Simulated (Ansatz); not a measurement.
Al3Ni, relaxed as a doublet with UKS r2SCAN-D4/def2-SVP in Ansatz, starting from the GFN2-xTB geometry. Force threshold 0.02 eV/Å.

The structure comes from a short search, and lower isomers may exist.

Start:

Cartesian coordinates in Å:
```
Ni 0.060 -0.956 0.561
Al -1.894 -0.718 -0.781
Al 1.907 0.512 0.902
Al -0.073 1.161 -0.682
```

```
        step  energy (eV)  largest force component (eV/Å)  SCF passes
           1  -60818.4190                           1.142         216
           2  -60818.5288                           1.157         115
           3  -60818.6216                           1.279         193
4 (rejected)  -60818.5665                           2.360          88
           5  -60818.7203                           0.343          87
           6  -60818.7292                           0.032          82
           7  -60818.7422                           0.085          88
           8  -60818.8242                           0.265          88
           9  -60818.9657                           0.339          84
          10  -60819.1457                           0.414          82
          11  -60819.3371                           0.589          82
          12  -60819.5665                           0.595          74
          13  -60819.7635                           0.302          70
          14  -60819.7880                           0.033          61
          15  -60819.7881                           0.025          55
          16  -60819.7882                           0.005          46
```

Force components are those of the run's own axes.

End:

```xyz
4

Ni    0.515   -0.992   -0.438
Al   -1.504   -0.420    0.279
Al    0.827    0.334    1.311
Al    0.162    1.078   -1.152
```

Bonds formed: Al2–Al3 (atoms count from 1).

No frequencies were taken in this run, so the end may be a saddle point.

Hardware: 2 threads of Arm Neoverse V2 on a shared host. Wall time 4.4 min.
